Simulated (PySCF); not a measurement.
A PySCF script (with the pyscf-properties extension) for the NMR shieldings of `FC(C#N)(F)[C@@H]1C[SiH2]O[SiH2]1`, C$_{4}$H$_{7}$F$_{2}$NOSi$_{2}$, on a GFN2-xTB geometry:

```python
import basis_set_exchange as bse
import numpy as np
from pyscf import gto, dft
from pyscf.prop import nmr

atoms = """
N    -2.677901   -1.976049   -1.450015
C    -2.330216   -1.094518   -0.813868
C    -1.801533    0.031174   -0.040336
F    -2.046244   -0.172781    1.288739
F    -2.499260    1.166601   -0.356211
C    -0.319984    0.231835   -0.301012
C     0.494284   -1.025802    0.034928
Si    2.273652   -0.446208    0.438399
O     1.923358    1.105706    0.853726
Si    0.413802    1.708545    0.701364
H    -0.225349    0.449953   -1.370094
H     0.431145   -1.759994   -0.768554
H     0.065468   -1.497986    0.922317
H     2.843601   -1.071306    1.621893
H     3.140382   -0.386054   -0.732752
H    -0.178892    1.837464    2.022688
H     0.486688    2.911451   -0.112737
"""
names = dict.fromkeys(["N", "C", "F", "Si", "O", "H"], "pcSseg-1")
basis = {el: gto.basis.parse(bse.get_basis(n, elements=[el], fmt="nwchem")) for el, n in names.items()}
mol = gto.M(atom=atoms, basis=basis, charge=0, verbose=0)
mf = dft.RKS(mol, xc="PBE0")
mf.grids.level = 2
mf.grids.alignment = dft.numint.BLKSIZE   # the property module wants whole blocks of grid points
mf.conv_tol = 1e-9
mf.kernel()

calc = nmr.RKS(mf)   # GIAO
C = mf.mo_coeff
Co = C[:, mf.mo_occ > 0]
resp = mf.gen_response(singlet=True, hermi=2)
def vind(x):   # induced exchange potential for any number of trial vectors
    d = np.einsum("pi,xij,qj->xpq", C, 2 * x.reshape(-1, C.shape[1], Co.shape[1]), Co, optimize=True)
    return np.einsum("xpq,pi,qj->xij", resp(d - d.transpose(0, 2, 1)), C, Co, optimize=True).ravel()
mo1, _ = nmr.rhf.solve_mo1(calc, with_cphf=vind)
sigma = calc.kernel(mo1)
for i, s in enumerate(sigma):   # ppm
    print("%2d %-2s %9.2f" % (i, mol.atom_pure_symbol(i), np.trace(s) / 3))
```

**Question.** Give the expected output.

**Answer.** 
```
 0 N     -44.77
 1 C      68.73
 2 C      67.06
 3 F     283.40
 4 F     266.98
 5 C     146.89
 6 C     174.35
 7 Si    349.49
 8 O     299.95
 9 Si    358.91
10 H      29.53
11 H      30.25
12 H      30.43
13 H      26.37
14 H      26.51
15 H      26.53
16 H      26.51
```

These numbers come from an equivalent density-fitted implementation of the same equations, which agrees with the script to about 0.01 ppm for H and up to a few tenths of a ppm for heavy atoms, so last digits may differ.

**Question.** Turn these shieldings into chemical shifts. Referencing at the same level of theory: NH3 for ¹⁵N (267.73 ppm); TMS for ¹³C (186.93 ppm) and ²⁹Si (349.16 ppm) and ¹H (31.72 ppm); ¹⁹F (170.95 ppm) vs CFCl3; ¹⁷O (336.08 ppm) vs H2O.

**Answer.** Averaging equivalent atoms: N 0: 312.5; C 2: 119.9; C 1: 118.2; C 5: 40.0; C 6: 12.6; F 4: -96.0; F 3: -112.5; Si 7: -0.3; Si 9: -9.8; O 8: 36.1; H 13: 5.35; H 16: 5.21; H 14: 5.21; H 15: 5.19; H 10: 2.18; H 11: 1.46; H 12: 1.28 ppm. Unscaled 19F shifts against computed CFCl3 carry errors that often reach 10 to 50 ppm. Experimental scales use liquid or dissolved standards, which lie at an offset from isolated NH3 (liquid NH3: subtract about 20 ppm) and H2O (liquid H2O: subtract about 36 ppm). Unscaled 15N shifts of sp2 nitrogen come out 20 to 40 ppm too high even then.

Size and cost of the density-fitted run: 219 basis functions, 48 s wall time on 1 thread of an Arm Neoverse V2, shared host.
